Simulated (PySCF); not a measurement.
Two-component Hartree-Fock for La⁵⁵⁺ (lanthanum, charge +55)

Start: 1s2. Calculated with PySCF 2.14 in an even-tempered Gaussian basis (16 s from 15 bohr⁻², ratio 2.6; 12 p from 20 bohr⁻², ratio 2.6; 6 d from 20 bohr⁻², ratio 2.8; 3 f from 870 bohr⁻², ratio 2.8): generalised Hartree-Fock with the X2C-1e Hamiltonian and a Gaussian nucleus; spin-orbit coupling (SO) screened by Boettger's factors.

```tsv
spinor shell	electrons	ε, screened SO (eV)	weight of nominal j (screened SO)	rms radius, screened SO (bohr)
1s1/2	2	-45230.5	1.000	0.0284
```

```csv
quantity,screened SO
E (hartree),-3363.53179
M_J,0
⟨J²⟩,0.000
⟨L²⟩,0.000
⟨S²⟩,0.000
```

Breit and QED terms are absent; they matter most for the inner s and p1/2 levels.

Densities and radii are taken from the X2C orbitals without a picture-change correction, which distorts them close to the nucleus.
